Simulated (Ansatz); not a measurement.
Stretch profile

SbHF (SMILES [F][SbH]), doublet, at its PBE0-D4/def2-TZVP minimum:

```xyz
3
angstrom
F -0.8262 1.1003 -0.3412
Sb -0.3238 -0.7513 -0.2559
H 1.1390 -0.4137 0.5838
```

The bond length F1–Sb2 (1.920 Å at the minimum) is set to the values below, the two halves moving rigidly along the bond. Each method's energies count from its own value at the PBE0-D4 minimum structure. 2 of 9 computed points, where the reference changed state or T1 grew large, are left out. Ansatz 0.2.0; basis: def2-TZVPP; cores frozen in the correlated methods; orbitals are unrestricted. Filled d shells of the heavier atoms are correlated. Core potentials replace the inner electrons of the atoms past krypton. The def2 sets are not built for correlating such inner shells, so the correlated values are less sure here. B3LYP uses VWN-RPA correlation.

CCSD(T) energies along the scan:
```csv
bond length (Å),CCSD(T) (kcal/mol)
1.690,21.26
1.757,9.28
1.855,1.17
1.969,0.65
2.096,6.36
2.232,15.98
2.377,27.67
```
They count from the CCSD(T) energy at the PBE0-D4 minimum.

Minimum and curvature along this coordinate at CCSD(T): A fifth-order fit through the nearest points gives 1.917 Å, with a curvature of about 23 eV/Å².

Task: Treat the two halves as rigid bodies and work out the harmonic wavenumber of this stretch from that curvature (ν̃ = 521.5 √(k/μ) cm⁻¹ with k in eV/Å² and μ in u).

Result: The halves weigh 19.00 and 122.77 u, so μ = 19.00 × 122.77/141.77 = 16.454 u and ν̃ = 521.5 √(23/16.454) ≈ 620 cm⁻¹. A true normal mode mixes in other motions, so this is a guide only.

Largest difference from the CCSD(T) curve over the scan: PBE0-D4 0.56; B3LYP-D4 3.54; wB97M-V 0.67 kcal/mol. Each curve counts from its own value at the minimum.

The T1 diagnostic stays at or below 0.022. ⟨S²⟩ of the unrestricted Hartree–Fock references: 0.77 (a pure state has 0.75).

For scale, one of the runs: CCSD(T)/def2-TZVPP, 95 basis functions (an equivalent command: `ansatz run in.yaml --threads 2`). The run took about 7 s on 2 CPU threads (shared host).
